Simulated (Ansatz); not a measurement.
Consider the substitution at a C–Sn bond: `[SnH3][c]1ccccc1` + `Sc1ccccc1` → `c1ccc(Sc2ccccc2)cc1` + `[SnH4]`.

Gas-phase electronic energies from Ansatz, PBE0-D4/def2-TZVP geometries. CCSD(T)/CBS is the MP2 limit (def2-TZVPP, def2-QZVPP) plus CCSD(T) − MP2 in def2-TZVPP, frozen cores. DFT in def2-TZVPP. B3LYP here is the variant with VWN-RPA as its local correlation; programs differ in this. def2 core potentials past Kr. For Sn outer-core shells are correlated without core-valence functions, which leaves a few kJ/mol of doubt a bond. Each species was taken in one conformer, which may not be the lowest.

Is it downhill or uphill in electronic energy at CCSD(T)/CBS, and by how much? (Best estimate.)

Computed: Uphill: ΔE = +15.1 kJ/mol.

What do these levels give: ωB97X-V, B2PLYP, PBE, B3LYP, MP2/def2-TZVPP, CCSD(T)/def2-TZVPP? (Best estimate.)

Ansatz gave: ωB97X-V 6.9, B2PLYP 12.1, PBE 7.8, B3LYP 13.7, MP2/def2-TZVPP 9.0, CCSD(T)/def2-TZVPP 12.8 kJ/mol.

Largest T1 diagnostic among the species: 0.013.

In def2-TZVPP, CCSD(T) changes the Hartree–Fock value by −6.3 kJ/mol (the triples alone add −3.5 kJ/mol) and MP2 by −10.1 kJ/mol. The D4 term adds −9.0 kJ/mol with B3LYP and −6.1 kJ/mol with PBE0; it sums over pairs of atoms, weighted by their polarisabilities, and B3LYP, whose exchange is more repulsive, gets the larger term.
